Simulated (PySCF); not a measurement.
**Dipole response of Mg⁺ (magnesium, charge +1)**

[Ne] 3s1, 2S determinant. All numbers are calculated (PySCF 2.14, no relativity, point nucleus, in dyall-av3z). Coupled (time-dependent) response in atomic units; α is the mean over directions.

```csv
method,mean α (bohr³),C₆ (like pair),S(−4)
UHF,38.82,179.7,1601
PBE,33.76,145.8,1222
PBE0,35.23,155.3,1329
wB97X-V,36.31,162.4,1414
```

S(−4) is the Cauchy moment in α(ω) = α(0) + S(−4) ω² + …

α(iu) at PBE:

```csv
u (hartree),α(iu) (bohr³)
0,33.76
0.0500,30.97
0.100,24.83
0.200,14.00
0.300,8.277
0.500,3.818
0.750,2.060
1.00,1.374
1.50,0.8247
2.00,0.5922
3.00,0.3725
5.00,0.1954
```

A single London oscillator, α(iu) = α/(1 + u²/ω²), gives C₆ = (3/4) ω α². Matching the computed C₆ needs ω = 4 × 145.8 / (3 × 33.76²) = 0.171 hartree.

For an ion, C₆ is the dispersion term alone; charge-induced terms of lower order in 1/R come first.
